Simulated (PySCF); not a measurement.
A run for PySCF: D3(BJ) and D4 dispersion corrections on FH2I (a complex), monomers drawn apart or pushed together.

```python
from pyscf import gto
from pyscf.dispersion import dftd3, dftd4

mol = gto.M(
    atom='''
    F     0.55177904    0.61911929   -0.26114465
    H     0.28287210   -0.21341687   -0.56464964
    I    -0.29687710    0.12395317    4.29110432
    H     0.11386741    0.64506557    2.81513395
    ''',
    basis='def2-svp',
    charge=0, spin=0, verbose=0, max_memory=1800)
d3, d4 = {}, {}
for xc in ['hf', 'pbe', 'blyp', 'revpbe', 'tpss', 'r2scan', 'b3lyp', 'pbe0', 'bhlyp', 'camb3lyp', 'b2plyp']:
    d3[xc] = float(dftd3.DFTD3Dispersion(mol, xc=xc, version='d3bj', atm=False).get_dispersion()['energy'])
    print(f'D3(BJ) {xc:10s} {d3[xc]:14.8f} Eh')
for xc in ['hf', 'pbe', 'blyp', 'revpbe', 'tpss', 'r2scan', 'b3lyp', 'pbe0', 'bhlyp', 'camb3lyp', 'b2plyp']:
    d4[xc] = float(dftd4.DFTD4Dispersion(mol, xc={'camb3lyp': 'cam-b3lyp'}.get(xc, xc), atm=True).get_dispersion()['energy'])
    print(f'D4     {xc:10s} {d4[xc]:14.8f} Eh')
```

Program output:

```
D3(BJ) hf            -0.00756895 Eh
D3(BJ) pbe           -0.00084202 Eh
D3(BJ) blyp          -0.00175675 Eh
D3(BJ) revpbe        -0.00200834 Eh
D3(BJ) tpss          -0.00107295 Eh
D3(BJ) r2scan        -0.00028581 Eh
D3(BJ) b3lyp         -0.00144951 Eh
D3(BJ) pbe0          -0.00075858 Eh
D3(BJ) bhlyp         -0.00115873 Eh
D3(BJ) camb3lyp      -0.00073027 Eh
D3(BJ) b2plyp        -0.00069587 Eh
D4     hf            -0.00207672 Eh
D4     pbe           -0.00064455 Eh
D4     blyp          -0.00132457 Eh
D4     revpbe        -0.00183171 Eh
D4     tpss          -0.00085676 Eh
D4     r2scan        -0.00020988 Eh
D4     b3lyp         -0.00099848 Eh
D4     pbe0          -0.00057001 Eh
D4     bhlyp         -0.00076517 Eh
D4     camb3lyp      -0.00059024 Eh
D4     b2plyp        -0.00046332 Eh
```

The run finished.

Cost: around 0.04 core-seconds (rough).
